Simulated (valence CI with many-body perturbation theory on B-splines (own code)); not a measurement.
## Missing levels of Re XXVII

Computed by valence CI with perturbative core correlation (CI+MBPT): three valence electrons over a frozen Dirac-Fock core [Kr] 4d10, a basis of 7 s, 7 p, 7 d, 7 f, 4 g, 2 h functions for each j, with the one-electron correlation potential Σ1 (screened to all orders), the two-electron term Σ2, the three-electron term Σ3, Breit, model QED; selected single and double excitations, second order for the rest, scaled by the run's own slope (own B-spline code, finite nucleus).

No measured spectrum was set against this ion. As an estimate, large intervals hold to a few tenths of a per cent, small ones and those within an open d or f shell to about a per cent. Excitations out of the core, of the other parity, are not computed and may begin above about 166 eV (a cautious bound); beyond it only levels of the ground parity were kept, without lifetimes.

| Level | E (eV) |
| --- | --- |
| 4f³ ⁴I°_9/2 | 0.0000 |
| 4f³ ⁴I°_11/2 | ? |
| 4f³ ⁴F°_3/2 | 4.508 |
| 4f³ ⁴I°_13/2 | ? |
| 4f³ ²H°_9/2 [a] | ? |
| 4f³ ⁴F°_5/2 | ? |
| 4f³ ⁴I°_15/2 | 7.066 |
| 4f³ ⁴S°_3/2 | 7.173 |
| 4f³ ⁴F°_7/2 | ? |
| 4f³ ⁴G°_5/2 | 7.373 |
| 4f³ ⁴G°_7/2 | 8.710 |
| 4f³ ⁴F°_9/2 | 9.401 |
| 4f³ ²K°_13/2 | 9.538 |
| 4f³ ²H°_11/2 [a] | 9.626 |
| 4f³ ²D°_3/2 [a] | 10.475 |
| 4f³ ²G°_7/2 [a] | 10.784 |
| 4f³ ²P°_1/2 | 10.786 |
| 4f³ ⁴G°_9/2 | 11.006 |
| 4f³ ²L°_15/2 [a] | ? |
| 4f³ ²D°_5/2 [a] | 11.530 |

Names give the largest LS component (configuration and term), which can be under half, so a name can repeat, a term be missing and a line seem to break the LS rules; names also repeat where a configuration has a term twice. Letters in brackets count levels of one name in rising energy.

The levels stand in rising order. What does the calculation give for the missing energies?

4f³ ⁴I°_11/2 2.807; 4f³ ⁴I°_13/2 5.120; 4f³ ²H°_9/2 [a] 5.853; 4f³ ⁴F°_5/2 6.386; 4f³ ⁴F°_7/2 7.272; 4f³ ²L°_15/2 [a] 11.217.
